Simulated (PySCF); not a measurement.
C3H8OSi, SMILES OC1C[SiH2]C1.

Coordinates come from a TPSSh-D3(BJ)/def2-SVP optimisation. Other conformers were not sampled.

Level of theory: PySCF with TPSSh-D3(BJ)/def2-SVP.

Frequencies are harmonic and unscaled.

### Question
Give all harmonic wavenumbers and intensities. (Estimate from the structure and the level; the computed values follow.)

### Answer

```json
[
 {"mode": "1", "ν (cm⁻¹)": "132", "IR (km/mol)": "1.2", "moving atoms (share of kinetic energy)": "H 36 %, C 33 %, O 20 %, Si 10 %"},
 {"mode": "2", "ν (cm⁻¹)": "292", "IR (km/mol)": "104.4", "moving atoms (share of kinetic energy)": "H 91 %"},
 {"mode": "3", "ν (cm⁻¹)": "365", "IR (km/mol)": "14.3", "moving atoms (share of kinetic energy)": "O 36 %, C 33 %, H 27 %"},
 {"mode": "4", "ν (cm⁻¹)": "409", "IR (km/mol)": "11.0", "moving atoms (share of kinetic energy)": "H 46 %, Si 25 %, O 17 %, C 13 %"},
 {"mode": "5", "ν (cm⁻¹)": "447", "IR (km/mol)": "7.7", "moving atoms (share of kinetic energy)": "H 48 %, C 34 %, O 17 %"},
 {"mode": "6", "ν (cm⁻¹)": "506", "IR (km/mol)": "0.3", "moving atoms (share of kinetic energy)": "H 95 %"},
 {"mode": "7", "ν (cm⁻¹)": "513", "IR (km/mol)": "22.1", "moving atoms (share of kinetic energy)": "H 54 %, Si 27 %, O 10 %, C 9 %"},
 {"mode": "8", "ν (cm⁻¹)": "658", "IR (km/mol)": "3.7", "moving atoms (share of kinetic energy)": "C 49 %, H 38 %, Si 13 %"},
 {"mode": "9", "ν (cm⁻¹)": "708", "IR (km/mol)": "3.9", "moving atoms (share of kinetic energy)": "C 44 %, H 32 %, Si 15 %, O 9 %"},
 {"mode": "10", "ν (cm⁻¹)": "749", "IR (km/mol)": "34.6", "moving atoms (share of kinetic energy)": "H 73 %, C 17 %, Si 9 %"},
 {"mode": "11", "ν (cm⁻¹)": "800", "IR (km/mol)": "80.5", "moving atoms (share of kinetic energy)": "H 75 %, C 14 %, Si 11 %"},
 {"mode": "12", "ν (cm⁻¹)": "876", "IR (km/mol)": "3.5", "moving atoms (share of kinetic energy)": "C 68 %, H 28 %"},
 {"mode": "13", "ν (cm⁻¹)": "883", "IR (km/mol)": "48.9", "moving atoms (share of kinetic energy)": "H 56 %, C 36 %"},
 {"mode": "14", "ν (cm⁻¹)": "965", "IR (km/mol)": "16.5", "moving atoms (share of kinetic energy)": "H 82 %, C 17 %"},
 {"mode": "15", "ν (cm⁻¹)": "970", "IR (km/mol)": "129.0", "moving atoms (share of kinetic energy)": "H 92 %"},
 {"mode": "16", "ν (cm⁻¹)": "1012", "IR (km/mol)": "41.4", "moving atoms (share of kinetic energy)": "C 51 %, H 47 %"},
 {"mode": "17", "ν (cm⁻¹)": "1059", "IR (km/mol)": "35.0", "moving atoms (share of kinetic energy)": "H 43 %, C 36 %, O 20 %"},
 {"mode": "18", "ν (cm⁻¹)": "1095", "IR (km/mol)": "12.4", "moving atoms (share of kinetic energy)": "H 73 %, C 26 %"},
 {"mode": "19", "ν (cm⁻¹)": "1159", "IR (km/mol)": "97.6", "moving atoms (share of kinetic energy)": "C 45 %, H 42 %, O 12 %"},
 {"mode": "20", "ν (cm⁻¹)": "1176", "IR (km/mol)": "23.5", "moving atoms (share of kinetic energy)": "H 69 %, C 29 %"},
 {"mode": "21", "ν (cm⁻¹)": "1254", "IR (km/mol)": "38.3", "moving atoms (share of kinetic energy)": "H 81 %, C 14 %"},
 {"mode": "22", "ν (cm⁻¹)": "1330", "IR (km/mol)": "38.4", "moving atoms (share of kinetic energy)": "H 71 %, C 27 %"},
 {"mode": "23", "ν (cm⁻¹)": "1398", "IR (km/mol)": "4.5", "moving atoms (share of kinetic energy)": "H 77 %, C 20 %"},
 {"mode": "24", "ν (cm⁻¹)": "1419", "IR (km/mol)": "5.3", "moving atoms (share of kinetic energy)": "H 91 %, C 9 %"},
 {"mode": "25", "ν (cm⁻¹)": "1454", "IR (km/mol)": "6.4", "moving atoms (share of kinetic energy)": "H 85 %, C 15 %"},
 {"mode": "26", "ν (cm⁻¹)": "2248", "IR (km/mol)": "127.8", "moving atoms (share of kinetic energy)": "H 98 %"},
 {"mode": "27", "ν (cm⁻¹)": "2254", "IR (km/mol)": "136.7", "moving atoms (share of kinetic energy)": "H 96 %"},
 {"mode": "28", "ν (cm⁻¹)": "2965", "IR (km/mol)": "53.4", "moving atoms (share of kinetic energy)": "H 92 %"},
 {"mode": "29", "ν (cm⁻¹)": "3050", "IR (km/mol)": "11.2", "moving atoms (share of kinetic energy)": "H 94 %"},
 {"mode": "30", "ν (cm⁻¹)": "3057", "IR (km/mol)": "6.4", "moving atoms (share of kinetic energy)": "H 94 %"},
 {"mode": "31", "ν (cm⁻¹)": "3128", "IR (km/mol)": "14.7", "moving atoms (share of kinetic energy)": "H 90 %, C 10 %"},
 {"mode": "32", "ν (cm⁻¹)": "3140", "IR (km/mol)": "12.3", "moving atoms (share of kinetic energy)": "H 91 %, C 9 %"},
 {"mode": "33", "ν (cm⁻¹)": "3765", "IR (km/mol)": "22.6", "moving atoms (share of kinetic energy)": "H 94 %"}
]
```
